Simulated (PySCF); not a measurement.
Harmonic spectrum computed at PBE in the def2-SVP basis family (core potentials from Rb on, PySCF, no spin–orbit coupling):

| symmetry | ω (cm⁻¹) | IR (km/mol) |
| --- | --- | --- |
| au | 97 | 0.0 |
| bu | 165 | 8.3 |
| ag | 476 | 0.0 |
| au | 480 | 166 |
| bu | 587 | 3.5 |
| ag | 699 | 0.0 |
| bu | 741 | 215 |
| bu | 3654 | 192 |
| ag | 3659 | 0.0 |

Question: Which molecule gave it? In each, all ligands are bound to the one heavy central atom.
A. S(OH)₂ (singlet)
B. Mn(OH)₂ (sextet)
C. Fe(OH)₂ (quintet)
D. Ag(OH)₂ (doublet)

Answer: D. It has C2h symmetry with Ag–O 1.974 Å (×2), O–H 0.981 Å (×2).
